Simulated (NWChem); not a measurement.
The numbers come from NWChem runs, not from measurements. System: HGa, charge 1, spin multiplicity 2, at the geometry of a parent with another charge or spin, in a state set for the comparison that need not be this species' ground state. Its SCF solution wasn't tested for a lower state. Level: UHF/def2-TZVP.

Output (cleaned and shortened):

```
             Northwest Computational Chemistry Package (NWChem) 7.3.0
             --------------------------------------------------------

                                NWChem Input Module
                                -------------------

 Scaling coordinates for geometry "geometry" by  1.889725989
 (inverse scale =  0.529177249)

 Turning off AUTOSYM since
 SYMMETRY directive was detected!

                             Geometry "geometry" -> ""
                             -------------------------

 Output coordinates in angstroms (scale by  1.889725989 to convert to a.u.)

  No.       Tag          Charge          X              Y              Z
 ---- ---------------- ---------- -------------- -------------- --------------
    1 Ga                  31.0000     0.00000000     0.00000000     0.05285800
    2 H                    1.0000     0.00000000     0.00000000    -1.63858500

 Effective nuclear repulsion energy (a.u.)       9.6985205644

            Nuclear Dipole moment (a.u.)
            ----------------------------
        X                 Y               Z
 ---------------- ---------------- ----------------
     0.0000000000     0.0000000000     0.0000245664

      Symmetry information
      --------------------

 Group name             C2v
 Group number             16
 Group order               4
 No. of unique centers     2

      Symmetry unique atoms

     1    2


 Summary of "ao basis" -> "" (spherical)
 ------------------------------------------------------------------------------
       Tag                 Description            Shells   Functions and Types
 ---------------- ------------------------------  ------  ---------------------
 *                         def2-tzvp                  on all atoms

 Summary of "ao basis" -> "ao basis" (spherical)
 ------------------------------------------------------------------------------
       Tag                 Description            Shells   Functions and Types
 ---------------- ------------------------------  ------  ---------------------
 Ga                        def2-tzvp                16       48   6s5p4d1f
 H                         def2-tzvp                 4        6   3s1p

                                 NWChem SCF Module
                                 -----------------

  ao basis        = "ao basis"
  functions       =    54
  atoms           =     2
  alpha electrons =    16
  beta  electrons =    15
  charge          =   1.00
[...]
              MO Center= -1.4D-14, -1.5D-14, -6.7D-01, r^2= 1.6D+00
   Bfn.  Coefficient  Atom+Function         Bfn.  Coefficient  Atom+Function
  ----- ------------  ---------------      ----- ------------  ---------------
     5      0.627864  1 Ga s                  6      0.323493  1 Ga s
     4     -0.274752  1 Ga s                 18     -0.217847  1 Ga pz
     3     -0.183069  1 Ga s                 50      0.161836  2 H  s

 Vector   16  Occ=0.000000D+00  E=-2.501409D-01  Symmetry=a1
              MO Center= -1.1D-15, -1.3D-15,  2.7D-02, r^2= 3.3D+00
   Bfn.  Coefficient  Atom+Function         Bfn.  Coefficient  Atom+Function
  ----- ------------  ---------------      ----- ------------  ---------------
     6      0.468156  1 Ga s                 21      0.347586  1 Ga pz
    18      0.285312  1 Ga pz                 5      0.269948  1 Ga s
    51     -0.230365  2 H  s                 50     -0.180914  2 H  s

 Vector   17  Occ=0.000000D+00  E=-1.855666D-01  Symmetry=b2
              MO Center= -1.2D-15,  1.6D-15, -4.9D-02, r^2= 4.0D+00
   Bfn.  Coefficient  Atom+Function         Bfn.  Coefficient  Atom+Function
  ----- ------------  ---------------      ----- ------------  ---------------
    20      0.719524  1 Ga py                17      0.392641  1 Ga py
    11     -0.155969  1 Ga py

 Vector   18  Occ=0.000000D+00  E=-1.855666D-01  Symmetry=b1
              MO Center=  1.6D-15,  4.1D-16, -4.9D-02, r^2= 4.0D+00
   Bfn.  Coefficient  Atom+Function         Bfn.  Coefficient  Atom+Function
  ----- ------------  ---------------      ----- ------------  ---------------
    19      0.719524  1 Ga px                16      0.392641  1 Ga px
    10     -0.155969  1 Ga px

 center of mass
 --------------
 x =   0.00000000 y =   0.00000000 z =   0.05382374

 moments of inertia (a.u.)
 ------------------
          10.148300040656           0.000000000000           0.000000000000
           0.000000000000          10.148300040656           0.000000000000
           0.000000000000           0.000000000000           0.000000000000

  Mulliken analysis of the total density
  --------------------------------------

    Atom       Charge   Shell Charges
 -----------   ------   -------------------------------------------------------
    1 Ga  31    30.14   2.00  2.00  1.18  0.78  1.08  0.59  5.98  4.43  1.56  0.38  0.12  8.89  1.13 -0.03  0.03  0.01
    2 H    1     0.86   0.19  0.52  0.15  0.01

  Mulliken analysis of the alpha density
  --------------------------------------

    Atom       Charge   Shell Charges
 -----------   ------   -------------------------------------------------------
    1 Ga  31    15.32   1.00  1.00  0.59  0.39  0.61  0.33  2.99  2.22  0.78  0.29  0.09  4.44  0.57 -0.01  0.02  0.00
    2 H    1     0.68   0.15  0.41  0.12  0.00

   Mulliken analysis of the beta density
   -------------------------------------

    Atom       Charge   Shell Charges
 -----------   ------   -------------------------------------------------------
    1 Ga  31    14.83   1.00  1.00  0.59  0.40  0.47  0.26  2.99  2.21  0.79  0.09  0.03  4.45  0.56 -0.02  0.01  0.00
    2 H    1     0.17   0.04  0.11  0.02  0.00

   Mulliken analysis of the spin density
   -------------------------------------

    Atom       Charge   Shell Charges
 -----------   ------   -------------------------------------------------------
    1 Ga  31     0.49   0.00  0.00  0.01 -0.01  0.14  0.07  0.00  0.01 -0.01  0.20  0.07 -0.01  0.01  0.01  0.01  0.00
    2 H    1     0.51   0.11  0.30  0.10  0.00

       Multipole analysis of the density wrt the origin
       ------------------------------------------------

     L   x y z        total         alpha         beta         nuclear
     -   - - -        -----         -----         ----         -------
     0   0 0 0      1.000000    -16.000000    -15.000000     32.000000

     1   1 0 0      0.000000     -0.000000      0.000000      0.000000
     1   0 1 0      0.000000     -0.000000      0.000000      0.000000
     1   0 0 1      0.000195      0.116691     -0.116520      0.000025

     2   2 0 0     -8.886953     -5.091054     -3.795899      0.000000
     2   1 1 0      0.000000      0.000000      0.000000      0.000000
     2   1 0 1     -0.000000     -0.000000     -0.000000      0.000000
     2   0 2 0     -8.886953     -5.091054     -3.795899      0.000000
     2   0 1 1     -0.000000     -0.000000     -0.000000      0.000000
     2   0 0 2     -9.703168    -13.558870     -6.041767      9.897468

 Task  times  cpu:        0.5s     wall:        0.5s

 Total times  cpu:        0.5s     wall:        0.5s
```

Task: Write an NWChem input that would produce this output.

Result: One answer among several that fit: 
```
start mol
memory heap 200 mb stack 900 mb global 1100 mb
charge 1
geometry units angstroms nocenter noautoz
  Ga     0.000000     0.000000     0.052858
  H      0.000000     0.000000    -1.638585
  symmetry group C2v
end
basis spherical
  * library def2-tzvp
end
scf
  uhf
  nopen 1
  maxiter 100
  thresh 1e-7
  semidirect memsize 60000000 filesize 0
  # guess.movecs holds the orbitals of an unrestricted PBE0 run
  vectors input guess.movecs output mol.movecs
end
task scf energy
```
